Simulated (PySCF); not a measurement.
Ti(Cl)3(NH2) (Cl3H2NTi), SMILES [NH2][Ti]([Cl])([Cl])[Cl], multiplicity 1.

The structure is a stationary point at B3LYP-D3(BJ)/def2-SVP. The multiplicity is an assumed one; no other spin state was optimised. The isomer is the one that the SMILES or the coordinates give; other isomers of the formula were not compared. One conformer was computed; it need not be the lowest.

All values below come from B3LYP-D3(BJ)/def2-SVP run with PySCF.

Frequencies are harmonic and unscaled.

```
mode  ν (cm⁻¹)  IR (km/mol)  moving atoms (share of kinetic energy)
----  --------  -----------  --------------------------------------
1           47          9.5                         H 60 %, Cl 32 %
2          112          0.7                         Cl 85 %, Ti 9 %
3          141          3.4                Cl 56 %, Ti 31 %, N 11 %
4          145          2.0                 Cl 62 %, H 28 %, Ti 8 %
5          174          8.1         N 41 %, Cl 29 %, H 22 %, Ti 8 %
6          180          0.0                 N 41 %, H 32 %, Cl 22 %
7          392         18.9                        Cl 83 %, Ti 11 %
8          440         53.5         H 58 %, N 19 %, Cl 15 %, Ti 8 %
9          449         26.3                H 45 %, Cl 26 %, Ti 22 %
10         493        268.9                Ti 47 %, Cl 32 %, H 13 %
11         549        113.7        H 38 %, Ti 35 %, Cl 18 %, N 10 %
12         757        119.7                 N 59 %, Ti 28 %, H 13 %
13        1459         47.2                          H 87 %, N 12 %
14        3515        135.9                                  H 96 %
15        3622         44.9                           H 91 %, N 9 %
```
